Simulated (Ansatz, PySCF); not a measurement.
Process, species as SMILES: Br (HBr) -> Br atom + H atom (the Br-H bond at the site shown breaks; other sites are not compared here)
Geometries: B3LYP-D3(BJ)/def2-TZVP minima from Ansatz (a quantum-chemistry and plane-wave program).

Quantity: bond dissociation energy (electronic energy difference), in kcal/mol. Valence correlation only, unless marked. UHF or UKS for open shells. Spin-orbit coupling is left out. Frozen are the shells of the preceding noble gas and the d and f shells that filled before the atom's block. Non-relativistic. CBS marks a two-point X^-3 extrapolation of the correlation energy; Hartree-Fock from the larger set (for Q and 5 zeta extrapolated as (X+1)exp(-9√X)).

CCSD(T)/CBS(cc-pVQZ,cc-pV5Z) (Ansatz) gives 93.5 kcal/mol.

### Question
Another calculation gave 90.7 kcal/mol. Which level was it?
A. HF/def2-TZVPD (PySCF)
B. SVWN5/def2-TZVPD (Ansatz)
C. B2PLYP/def2-TZVPD (Ansatz)
D. BP86/def2-TZVPD (PySCF)

### Answer
C, B2PLYP/def2-TZVPD (Ansatz). The others give 95.6 (BP86), 106.4 (SVWN5), 64.9 (HF) kcal/mol.
